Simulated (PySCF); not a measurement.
**Neon: a sound run and one with changed settings**

Sound run: Ne⁺ [He] 2s2 2p5, Ne²⁺ [He] 2s2 2p4. Computed with PySCF 2.14 in cc-pVDZ-DK, with scalar relativity by spin-free X2C-1e. In the sound run the correlated levels freeze 1s2. The sound run starts from symmetry-adapted Hartree-Fock orbitals and uses a fine grid where one is needed.

Changed run: basis STO-3G, all-electron and non-relativistic. This setting is unsound on purpose.

| species | method | sound run (hartree) | changed run (hartree) | converged |
| --- | --- | --- | --- | --- |
| Ne⁺ | UHF | -127.90320 | -126.06147 | yes |
| Ne⁺ | MN15 | -128.21588 | -125.85125 | yes |
| Ne⁺ | TPSS | -128.27461 | -126.36432 | yes |
| Ne⁺ | MP2 | -128.03717 | -126.06147 | yes |
| Ne²⁺ | UHF | -126.45544 | -124.57400 | yes |
| Ne²⁺ | MN15 | -126.69624 | -124.31611 | yes |
| Ne²⁺ | TPSS | -126.76703 | -124.83674 | yes |
| Ne²⁺ | MP2 | -126.54931 | -124.57400 | yes |

Ionisation energy of Ne⁺:

```tsv
method	sound run (eV)	changed run (eV)
UHF	39.395	40.476
MN15	41.352	41.773
TPSS	41.023	41.567
MP2	40.487	40.476
SCS-MP2	40.438	40.476
```

A minimal basis cannot let orbitals breathe on ionisation and holds almost no correlation. The Hamiltonian changed with the basis, so the totals do not compare.

For comparison, NIST gives 40.963 eV between the lowest levels.
